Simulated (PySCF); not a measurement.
## F³⁺ (fluorine, charge +3) across methods

[He] 2s2 2p2, high-spin 3P determinant. Computed with PySCF 2.14 in aug-cc-pwCVQZ, with the non-relativistic Hamiltonian (point nucleus).

```tsv
method	E (hartree)	mean ε 2s α (eV)	mean ε 2s β (eV)	mean ε 2p α (eV)	Σ⟨r²⟩ (bohr²)	⟨S²⟩
PBE0	-95.4304	-96.950	-90.207	-78.484	3.571	2.001
PBE	-95.4134	-92.916	-87.674	-75.054	3.580	2.001
PW91	-95.4668	-93.011	-87.754	-75.220	3.577	2.001
UHF	-95.32385	-108.23	-96.109	-88.109	3.563	2.003
LDA	-94.8341	-92.541	-87.417	-74.909	3.597	2.001
BHandHLYP	-95.5097	-100.79	-92.723	-81.918	3.569	2.002
r2SCAN	-95.4749	-94.637	-88.028	-76.402	3.565	2.002
```

Task: Estimate the same row for TPSSh.

Result: E (hartree) = -95.5197; mean ε 2s α (eV) = -95.326; mean ε 2s β (eV) = -88.985; mean ε 2p α (eV) = -76.862; Σ⟨r²⟩ (bohr²) = 3.567; ⟨S²⟩ = 2.002.
